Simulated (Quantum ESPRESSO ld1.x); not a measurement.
Results of a calculation; reference values are marked as such.
Task: Kr17+, 19 electrons, occupied as [Ar] 4s1 (not the ground configuration). Code: ld1.x of Quantum ESPRESSO 7.5. Model: Dirac Kohn-Sham, PBE, spin-unpolarised, spherical densities, point nucleus. Some entries of the table are withheld. Estimate them.

| orbital | occ. | eigenvalue (hartree) | <1/r> (bohr^-1) | <r> (bohr) |
|---|---|---|---|---|
| 1s1/2 | 2 | -543.885 | 36.76 | 0.04150 |
| 2s1/2 | 2 | -92.3452 | 8.278 | 0.1820 |
| 2p1/2 | 2 | -85.8466 | 8.229 | (1) |
| 2p3/2 | 4 | -83.8542 | 7.947 | (2) |
| 3s1/2 | 2 | -29.5746 | 3.088 | 0.4736 |
| 3p1/2 | 2 | -27.3233 | 3.016 | 0.4619 |
| 3p3/2 | 4 | -26.9192 | 2.950 | 0.4686 |
| 3d3/2 | 0 | -23.3720 | 2.814 | 0.4251 |
| 3d5/2 | 0 | -23.2898 | 2.797 | 0.4271 |
| 4s1/2 | 1 | -13.8582 | (3) | 0.9577 |
| 4p1/2 | 0 | -12.9849 | (4) | 0.9680 |
| 4p3/2 | 0 | -12.8575 | (5) | 0.9778 |
| 5s1/2 | 0 | -8.05381 | 0.8962 | 1.610 |

Result: 
(1) 2p1/2 <r> (bohr): 0.1563
(2) 2p3/2 <r> (bohr): 0.1602
(3) 4s1/2 <1/r> (bohr^-1): 1.500
(4) 4p1/2 <1/r> (bohr^-1): 1.459
(5) 4p3/2 <1/r> (bohr^-1): 1.437
